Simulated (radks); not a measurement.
Results of a calculation; reference values are marked as such.
Problem. Successive ionisation energies (eV) of one element, from differences of total energies of ions in their ground configurations, starting at charge 22: 675.26, 723.09, 772.00, 821.95, 872.91, 937.92, 991.84, 1046.8, 1102.7, 1159.6, 1217.4, 1276.1, 1559.9, 1615.6, 1671.8, 1728.4, 1785.2, 1857.4, 1916.3, 1975.6, 2035.2, 2095.1. Code: a radial shooting solver on a logarithmic mesh with Libxc functionals. Model: non-relativistic Kohn-Sham, PBE, spin-polarised, spherical densities, point nucleus; open shells are filled with parallel spins first (spin-orbit coupling, left out, can overturn this in heavy ions); relativity is left out, which matters for an element this heavy. Which element is it?

Solution. Mercury (Z = 80). The first species listed is Hg22+ in [Kr] 4d10 4f12, the last Hg43+ in [Kr] 4d1.
